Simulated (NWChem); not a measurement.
Species: HTeCl; SMILES Cl[TeH]

```xyz
3

Te     0.0277     0.5744     0.0000
H     -1.6369     0.6978     0.0000
Cl     0.0117    -1.7981     0.0000
```
Atoms are numbered in this order, from 1.

All runs use the structure optimised with PBE0/def2-SVP. def2 effective core potentials on Te; no spin-orbit coupling.

Symmetry labels are those of Cs in the frame above (b1 and b2, or b-type labels, depend on it).

Task: List the 4 lowest vertical singlet excitations and the 4 lowest triplet ones from PBE/def2-SVPD with def2 effective core potentials on Te, full TDDFT (NWChem).

Result: 
```json
[
 {"state": "S1", "energy (eV)": "2.19", "oscillator strength": "0.001", "symmetry": "a\"", "leading excitation (squared amplitude)": "HOMO → LUMO (1.00)"},
 {"state": "S2", "energy (eV)": "4.21", "oscillator strength": "0.008", "symmetry": "a\"", "leading excitation (squared amplitude)": "HOMO → LUMO+1 (0.99)"},
 {"state": "S3", "energy (eV)": "4.24", "oscillator strength": "0.006", "symmetry": "a'", "leading excitation (squared amplitude)": "HOMO−1 → LUMO (0.99)"},
 {"state": "S4", "energy (eV)": "4.79", "oscillator strength": "0.001", "symmetry": "a\"", "leading excitation (squared amplitude)": "HOMO−2 → LUMO (1.00)"},
 {"state": "T1", "energy (eV)": "1.48", "oscillator strength": "spin-forbidden", "symmetry": "a\"", "leading excitation (squared amplitude)": "HOMO → LUMO (1.01)"},
 {"state": "T2", "energy (eV)": "3.67", "oscillator strength": "spin-forbidden", "symmetry": "a'", "leading excitation (squared amplitude)": "HOMO−1 → LUMO (1.00)"},
 {"state": "T3", "energy (eV)": "3.74", "oscillator strength": "spin-forbidden", "symmetry": "a\"", "leading excitation (squared amplitude)": "HOMO → LUMO+1 (1.00)"},
 {"state": "T4", "energy (eV)": "4.25", "oscillator strength": "spin-forbidden", "symmetry": "a\"", "leading excitation (squared amplitude)": "HOMO−2 → LUMO (1.00)"}
]
```
